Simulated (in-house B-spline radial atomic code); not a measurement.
Ga³⁺. Computed with a B-spline radial atomic code. Model: all-electron spherical atom, spin shells full or empty, radial basis limit, no spin-orbit coupling, Breit or QED, empty-state partial waves extrapolated as (l+1/2)^-4, RPA, G0W0 and static COHSEX of the highest shell as one setting changes (uncorrelated shells keep exact exchange).

Given: element Ga; charge 3; filled core Ar; hamiltonian one-electron scalar X2C; mean-field start PBE; highest l of empty states 9; nuclear rms radius 3.9973 fm; highest mean-field shell 3d.

Shell: 3d 5 5 (electrons up and down).

| lowest nl shells left uncorrelated | RPA correlation energy (hartree) | G0W0 level (eV) | G0W0 minus most complete (meV) | COHSEX level (eV) | linearised minus solved G0W0 (meV) |
| --- | --- | --- | --- | --- | --- |
| 0 | -2.1565 | -63.449 | 0 | -68.825 | -125.2 |
| 1 | ? | ? | ? | ? | ? |
| 2 | ? | ? | ? | ? | ? |
| 3 | -1.3454 | -63.345 | 104.7 | -68.801 | -122.6 |
| 4 | -1.1559 | -63.353 | 96.7 | -68.701 | -124.7 |
| 5 | -0.63078 | -63.757 | -307.3 | -68.729 | -147.4 |

Task: What follows for lowest nl shells left uncorrelated = 2?

Result: RPA correlation energy -1.8303 hartree; G0W0 level -63.423 eV; G0W0 minus most complete 26.4 meV; COHSEX level -68.809 eV; linearised minus solved G0W0 -124.5 meV.

Task: What follows for lowest nl shells left uncorrelated = 1?

Result: RPA correlation energy -2.0064 hartree; G0W0 level -63.449 eV; G0W0 minus most complete 0.5 meV; COHSEX level -68.825 eV; linearised minus solved G0W0 -125.2 meV.
